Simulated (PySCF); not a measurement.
Spectrum to structure. Computed with TDDFT CAM-B3LYP/def2-SVPD, vertical, gas phase, core orbitals frozen in the response (PySCF). Geometries: GFN2-xTB, one conformer each.

```
state  E (eV)  λ (nm)       f
   S1    4.25   291.8  0.0006
   S2    5.23   237.2   0.605
   S3    5.65   219.4   0.013
   S4    6.72   184.6  0.0000
   S5    7.42   167.0  0.0005
   S6    7.54   164.4   0.040
   S7    7.62   162.7  0.0043
   S8    7.69   161.1   0.754
```

Question: Which candidate is it? All have the formula C6H6F2.
A. `FCC=C=C=CCF`
B. `C=C[C@@H]1C=C(F)[C@H]1F`
C. `C1(C=C/1CCF)=C/F`
D. `C=C(F)/C=C/C=C\F`

Answer: A. Its S1, at 4.25 eV, is the lowest among the candidates; the nearest of the others has S1 at 4.61 eV. S1 is HOMO-1→LUMO (98%). Löwdin shares by element: HOMO carbon 80% or more (atoms not listed hold the other 20%); LUMO carbon 78% or more (atoms not listed hold the other 22%). At the same level the other candidates give, for their lowest levels:
- `C=C[C@@H]1C=C(F)[C@H]1F`: 6.75 eV (f 0.190); 6.85 eV (f 0.058); 7.46 eV (f 0.028); 7.54 eV (f 0.213); 7.64 eV (f 0.035); T1 4.38 eV; HOMO -9.12, LUMO 0.56 eV
- `C=C(F)/C=C/C=C\F`: 4.90 eV (f 1.079); 6.18 eV (f 0.005); 6.38 eV (f 0.000); 6.71 eV (f 0.000); 6.96 eV (f 0.000); T1 2.55 eV; HOMO -7.69, LUMO -0.70 eV
- `F/C=C1C=C\1CCF`: 4.61 eV (f 0.030); 5.61 eV (f 0.006); 6.10 eV (f 0.000); 6.46 eV (f 0.016); 6.79 eV (f 0.000); T1 3.44 eV; HOMO -7.26, LUMO 0.60 eV

Shape of the structure used: `[F:1][CH2:2][CH:3]=[C:4]=[C:5]=[CH:6][CH2:7][F:8]`: F1–C2–C3–C4 147°, C5–C6–C7–F8 138°.
Triplets come from the Tamm–Dancoff approximation.
